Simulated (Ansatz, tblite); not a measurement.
Removing and adding an electron: the cluster Be3Se3. The state is a singlet with charge 0. Geometry: PBE0-D4/def2-SVP. Ansatz, gas phase; energy differences of separate SCF runs; the oxidised species was run as a doublet alone; the reduced species was run as a doublet alone.

```csv
atom,x (Å),y (Å),z (Å)
Be1,-1.387,-0.020,0.445
Be2,0.862,1.120,0.353
Be3,0.525,-1.099,-0.799
Se4,-0.837,1.755,1.275
Se5,2.214,0.032,-0.710
Se6,-1.376,-1.787,-0.564
```

The xTB rows come from tblite. Correlated methods freeze 27 core orbitals; core or outer-core shells of Se are correlated, in sets that lack core-valence functions. The rows differ in basis, and correlated rows in double-zeta sets carry the largest basis error. In CCSD on the charge 1 doublet the largest single amplitude is 0.26, so its Hartree–Fock determinant may place the open shell otherwise than the density functionals do. The structure comes from a short search, and lower isomers may exist.

```csv
level,−HOMO (eV),vertical IE (eV),−LUMO (eV),vertical EA (eV),HOMO–LUMO gap (eV),IE − EA (eV),remarks
GFN1-xTB,9.42,12.24,6.83,3.97,2.59,8.28,–
GFN2-xTB,12.11,14.02,8.57,6.39,3.54,7.63,–
HF/def2-SVP,–,8.60,–,–,–,–,–
PBE-D4/def2-TZVPD,6.33,–,3.46,1.43,2.86,–,HOMO above zero (-1 doublet)
r2SCANh-D4/def2-TZVP,6.96,9.05,2.94,–,4.01,–,–
r2SCANh-D4/def2-TZVPD,6.97,–,2.96,1.42,4.01,–,HOMO above zero (-1 doublet)
PBE0-D4/def2-TZVP,7.36,9.08,2.73,–,4.63,–,–
PBE0-D4/def2-TZVPD,7.38,–,2.75,1.36,4.63,–,HOMO above zero (-1 doublet)
MP2/def2-SVP,–,9.31,–,–,–,–,–
CCSD/def2-SVP,–,9.09,–,–,–,–,–
CCSD(T)/def2-SVP,–,9.05,–,–,–,–,–
```

Run but left out: PBE-D4/def2-TZVP (charge +1 doublet: an occupied level 0.21 eV above an empty one).   A HOMO above zero means that the electron is unbound at that level or that self-interaction error raises the level; the energy of removing that electron tells which. Raw xTB energy differences between charge states are shifted by several eV; the methods need an empirical correction for them.
